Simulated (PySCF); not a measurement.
Input of a run (PBE0-D3(BJ)/def2-SVP geometry optimisation, gas phase (PySCF 2.14.0)), started from GFN2-xTB:
```
{"job": {"xc": "PBE0", "basis": "def2-SVP", "d3": "d3bj", "grid": 1, "shake": 0.01, "kind": "geom"}, "charge": 0, "multiplicity": 1}
N     -1.097360     1.291620     0.178340
B     -0.390160     0.122610     0.062410
N     -1.017640    -1.078930    -0.313960
C      1.231210     0.134100     0.324340
O      1.879080    -1.010100    -0.220340
H     -2.117010     1.373590     0.047940
H     -0.694400     2.194590     0.422420
H     -0.474200    -1.938150    -0.311950
H     -1.985950    -1.184190    -0.433550
H      1.408710     0.098810     1.410200
H      1.663580     1.045700    -0.047010
H      1.633830    -1.077930    -1.127860
```

Output (energies in Eh, forces in Eh/bohr):
```
step   0  E = -251.50322433  max force = 0.045404
step   1  E = -251.50726251  max force = 0.011084
step   2  E = -251.50773531  max force = 0.010263
step   3  E = -251.50854708  max force = 0.002916
step   4  E = -251.50868978  max force = 0.002839
step   5  E = -251.50878939  max force = 0.001306
step   6  E = -251.50883267  max force = 0.001183
step   7  E = -251.50887973  max force = 0.000591
step   8  E = -251.50889689  max force = 0.000227
step   9  E = -251.50890039  max force = 0.000187
optimisation converged
```

Task: Summarise the run.

Result: The energy falls by 0.154 eV over 10 energy and gradient evaluations, the largest force component goes from 0.0454 to 1.9e-04 Eh/bohr, and the atoms move by 0.049 Å rms after alignment. The bond that changes most is B2–C4 (three-coordinate boron to carbinol carbon (C–OH)), which shortens by 0.045 Å. Bonds longer at the end by more than 0.005 Å: 5 of 11; shorter: 3. Among the angles that change most is N3–B2–C4, from 119.3° to 116.2°. The energy never rose by more than 1e-6 Eh on the way. The first step brought 71 % of the lowering.

Task: What are the final bond lengths?

Result: N1–B2 1.415 Å, B2–N3 1.412 Å, B2–C4 1.598 Å, C4–O5 1.419 Å, N1–H6 1.010 Å, N1–H7 1.009 Å, N3–H8 1.012 Å, N3–H9 1.010 Å, C4–H10 1.105 Å, C4–H11 1.111 Å, O5–H12 0.963 Å. Numbering counts from 1 in the input's order; the species is `NB(N)CO`.

The run used 105 basis functions and 64 SCF cycles in all. The run took 36 s wall on one thread of an Arm Neoverse V1, shared host with 32 logical CPUs at a one-minute load of 16, and the process peaked at 0.43 GiB of memory.

Not checked by PBE0-D3(BJ)/def2-SVP frequencies. One conformer, not necessarily the lowest.

Conformer computed: `[NH2:1][B:2]([NH2:3])[CH2:4][OH:5]`: N1–B2–C4–O5 -164°, H–N1–B2–N3 4°, H–N1–B2–N3 -177°, H–N3–B2–N1 -173°, H–N3–B2–N1 -4°, H–O5–C4–B2 58°.
